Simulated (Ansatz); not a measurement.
Relaxation of F$_{2}$GeH$_{5}$NSi (10 atoms, charge 0, multiplicity 1), to a largest force component of 0.015 eV/Å in at most 40 steps.

The calculation used RKS PBE/def2-SVP in Ansatz.

```xyz
10
Properties=species:S:1:pos:R:3:forces:R:3
N -0.670 0.208 -1.762 -1.30 2.20 0.67
Si -0.095 -0.843 -0.505 0.99 -0.49 -0.86
F 1.245 -1.639 -1.090 -0.82 0.45 0.33
F -1.202 -1.959 -0.103 -0.23 -0.11 -0.12
Ge 0.469 0.388 1.353 0.07 0.20 1.20
H -1.530 0.779 -1.360 1.77 -1.32 -1.05
H 0.052 0.966 -1.949 -0.77 -0.95 0.03
H 1.048 -0.535 2.464 -0.04 0.13 0.07
H -0.789 1.148 1.936 0.34 -0.20 -0.20
H 1.556 1.435 1.019 0.00 0.09 -0.08
```

Task: Where does it end, and by what steps?

Result: The run converged. After 7 steps the energy has fallen by 0.336 eV; H7 moved furthest, 0.50 Å.

```json
{"step": "0", "energy less start (eV)": "0.0000", "largest force component (eV/Å)": "2.195", "accepted": "yes"}
{"step": "1", "energy less start (eV)": "-0.2231", "largest force component (eV/Å)": "1.066", "accepted": "yes"}
{"step": "2", "energy less start (eV)": "-0.2747", "largest force component (eV/Å)": "0.785", "accepted": "yes"}
{"step": "3", "energy less start (eV)": "-0.3313", "largest force component (eV/Å)": "0.298", "accepted": "yes"}
{"step": "4", "energy less start (eV)": "-0.3342", "largest force component (eV/Å)": "0.066", "accepted": "yes"}
{"step": "5", "energy less start (eV)": "-0.3349", "largest force component (eV/Å)": "0.133", "accepted": "yes"}
{"step": "6", "energy less start (eV)": "-0.3358", "largest force component (eV/Å)": "0.016", "accepted": "yes"}
{"step": "7", "energy less start (eV)": "-0.3358", "largest force component (eV/Å)": "0.003", "accepted": "yes"}
```

```xyz
10
Properties=species:S:1:pos:R:3
N -0.708 0.255 -1.762
Si -0.084 -0.708 -0.486
F 1.239 -1.467 -1.074
F -1.225 -1.815 -0.107
Ge 0.547 0.364 1.543
H -1.652 0.643 -1.732
H -0.092 0.779 -2.385
H 1.081 -0.632 2.604
H -0.674 1.111 2.143
H 1.652 1.418 1.260
```

Whether the end is a true minimum wasn't checked by a vibrational analysis.

Time of the run: 20 s on 2 threads of Intel(R) Xeon(R) Platinum 8375C CPU @ 2.90GHz (Ice Lake), with other jobs on the host, peak memory 0.19 GiB.
